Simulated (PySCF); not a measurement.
Osmium: a sound run and one with changed settings

Sound run: Os⁺ [Xe] 4f14 5d6 6s1, Os²⁺ [Xe] 4f14 5d6. Calculation: PySCF 2.14, in cc-pVDZ-PP with ECP60MDF (4s4p3d1f, 38 functions); a scalar-relativistic core potential. In the sound run the correlated levels freeze 5s2 5p6 outside the core potential. The sound run starts from symmetry-adapted Hartree-Fock orbitals and uses a fine grid where one is needed.

Changed run: initial guess atom, at most 50 SCF cycles.

```
species  method  sound run (hartree)  changed run (hartree)  converged
    Os⁺     UHF            -89.82496              -89.82496        yes
    Os⁺    MN15            -90.33440              -90.33440        yes
   Os²⁺     UHF            -89.23784              -89.23784        yes
   Os²⁺    MN15            -89.69268              -89.69268        yes
```

Here the plain start reaches the same solutions.
